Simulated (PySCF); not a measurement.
Species: C4H6OSi.
Numbering: `[O:1]=[CH:2][C:3]#[C:4][CH2:5][SiH3:6]` (hydrogens: H7 on C2; H8, H9 on C5; H10, H11, H12 on Si6)

The closed-shell SCF was solved with PySCF and density fitting under several settings on one GFN2-xTB geometry (grid level 2 and gas phase unless stated).

```tsv
settings	basis functions	SCF cycles	E (Eh)	HOMO (eV)	LUMO (eV)	dipole (D)
PBE/def2-TZVP, grid level 3, level shift 0.2 Eh	228	13	-520.3293	-5.96	-2.68	4.28
revPBE/def2-SVPD, damping 0.3 at the start, DIIS from the seventh cycle	175	31	-520.2965	-5.98	-2.68	4.36
PBE0/pcSseg-1, IEF-PCM cyclohexane	139	15	-520.2389	-7.80	-1.72	4.80
```

Q: Estimate the row for these settings: PBE0/def2-SVP, IEF-PCM tetrahydrofuran.

A: 
| settings | basis functions | SCF cycles | E (Eh) | HOMO (eV) | LUMO (eV) | dipole (D) |
| --- | --- | --- | --- | --- | --- | --- |
| PBE0/def2-SVP, IEF-PCM tetrahydrofuran | 118 | 14 | -520.0155 | -7.76 | -1.64 | 5.08 |

Q: Over all rows, what range does the HOMO–LUMO gap span?

A: From 3.28 eV (PBE/def2-TZVP, grid level 3, level shift 0.2 Eh) to 6.12 eV (PBE0/def2-SVP, IEF-PCM tetrahydrofuran). The functional of the narrowest has no exact exchange, that of the widest 25 % exact exchange.

Whole jobs, the steps after the SCF included, on one thread of an Arm Neoverse V1, no GPU (shared host):

```json
{"settings": "PBE/def2-TZVP, grid level 3, level shift 0.2 Eh", "work after the SCF": "spin–spin couplings from 11 perturbed nuclei, spin–dipole term for 1 of them", "wall time": "39 s", "peak memory": "0.88 GiB"}
{"settings": "revPBE/def2-SVPD, damping 0.3 at the start, DIIS from the seventh cycle", "work after the SCF": "3 singlets by TDA, 2 Tamm–Dancoff triplets, polarisability, density and orbital grids written", "wall time": "45 s", "peak memory": "0.61 GiB"}
{"settings": "PBE0/pcSseg-1, IEF-PCM cyclohexane", "work after the SCF": "shieldings", "wall time": "11 s", "peak memory": "0.76 GiB"}
{"settings": "PBE0/def2-SVP, IEF-PCM tetrahydrofuran", "work after the SCF": "spin–spin couplings from 11 perturbed nuclei, spin–dipole term for 1 of them", "wall time": "12 s", "peak memory": "0.62 GiB"}
```

Cycle counts include a coarse-grid stage where the run had one. The species at its GFN2-xTB geometry.
